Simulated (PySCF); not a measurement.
C$_{3}$H$_{6}$O$_{3}$, charge -1, doublet, geometry from GFN2-xTB (a state made from the parent by changing its charge; the spin is typed, not shown lowest) (in this run its highest filled SCF level lies above zero, so its values depend strongly on the basis, on diffuse functions most of all). Base run: CCSD(T)/STO-3G run with PySCF.

The PySCF input:
```python
from pyscf import gto, scf, cc

mol = gto.Mole()
mol.atom = '''
    C     1.86908909   -0.27599836   -0.68761294
    O     1.07798847   -0.60316654    0.41237537
    C    -0.01183540    0.34650925    0.70298535
    O     0.06024219    1.51643286    0.21198255
    O    -1.24530684   -0.38149268    0.62135395
    C    -1.78788964   -0.45297271   -0.67634249
    H     1.71721028    0.78373111   -0.93425118
    H     2.92678385   -0.44249221   -0.44191098
    H     1.61292623   -0.88849507   -1.57068801
    H    -2.83692428   -0.75904479   -0.59427720
    H    -1.24878568   -1.18391595   -1.29919161
    H    -1.73078510    0.53079867   -1.15955538
'''
mol.basis = 'sto-3g'
mol.charge = -1
mol.spin = 1
mol.verbose = 4
mol.build()

mf = scf.UHF(mol)
mf.kernel()

mycc = cc.CCSD(mf)
mycc.kernel()
et = mycc.ccsd_t()
print('E(CCSD(T)) = %.10f' % (mycc.e_tot + et))
```

The base run was repeated with changes; each row names its change, and settings that it needs were set with it.

| change | ΔE vs base (kcal/mol) | MP2 correlation (Eh) | CC correlation without the perturbative part (Eh) | basis functions |
|---|---|---|---|---|
| base | 0.000 | -0.25094 | -0.31902 | 36 |
| cart = on | 0.000 | -0.25094 | -0.31902 | 36 |
| cc.conv_tol = 1e-5 | 0.000 | -0.25094 | -0.31902 | 36 |
| cc.diis_space = 3 | 0.000 | -0.25094 | -0.31902 | 36 |
| frozen = 7 | 11.87 | -0.23506 | -0.30043 | 36 |
| method = mp2 | 47.36 | -0.25094 | - | 36 |
| cc.iterative_damping = 0.8 | 0.000 | -0.25094 | -0.31902 | 36 |
| cc.level_shift = 0.2 | 0.000 | -0.25094 | -0.31902 | 36 |
| frozen = 6 | 0.85 | -0.24942 | -0.31770 | 36 |
| cc.diis_space = 10 | 0.000 | -0.25094 | -0.31902 | 36 |

Open shells are given as the SCF converged; they aren't shown to be the lowest states, and a large step between rows can be another state.
